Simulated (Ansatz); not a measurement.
`C#[C][AlH][OH]` + `OCF` → `[OH][AlH][O]CF` + `C#C`  (ligand exchange at the Al–C bond)

Isolated molecules relaxed with PBE0-D4/def2-TZVP in Ansatz; ΔE leaves out vibrations. CCSD(T)/CBS is the MP2 limit (def2-TZVPP, def2-QZVPP) plus CCSD(T) − MP2 in def2-TZVPP, frozen cores. This one scheme is used for every species. Functionals use def2-TZVPP. B3LYP here is the variant with VWN-RPA as its local correlation; programs differ in this. HSE06 is defined as in plane-wave codes. Each species was taken in one conformer, which may not be the lowest.

```
        level  ΔE (kJ/mol)
       B97M-V        -75.3
       revPBE        -65.2
       r2SCAN        -77.8
        B3LYP        -78.8
      r2SCAN0        -78.1
        HSE06        -70.8
      LC-ωPBE        -79.1
CCSD/def2-SVP        -84.2
```

Problem. What does CCSD(T)/CBS give? (Estimate.)

Solution. Computed: -77.9 kJ/mol. The listed levels differ from it by 2.6, 12.7, 0.1, -0.9, -0.2, 7.1, -1.2, -6.3 kJ/mol.

Problem. What do rigid-rotor, harmonic-oscillator terms from PBE0-D4/def2-TZVP frequencies (298.15 K, 1 bar) make of the CCSD(T)/CBS value? (Estimate.)

Solution. Computed: ΔZPE = -3.6 kJ/mol, ΔH = -80.4 kJ/mol, ΔS = -20 J/(mol·K), ΔG = -74.6 kJ/mol. Modes under 50 cm⁻¹ make the entropy rough.

Largest T1 diagnostic among the species: 0.014.

Leaving LDA and LC-ωPBE aside and taking each functional with its dispersion term where it has one, the values, not all of them listed here, spread over 15.7 kJ/mol, from CAM-B3LYP-D4 to revPBE-D4. LDA lies −9.3 kJ/mol from PBE without D4. At CCSD(T), def2-SVP lies −4.7 kJ/mol from the extrapolated value and def2-TZVPP +0.7 kJ/mol.
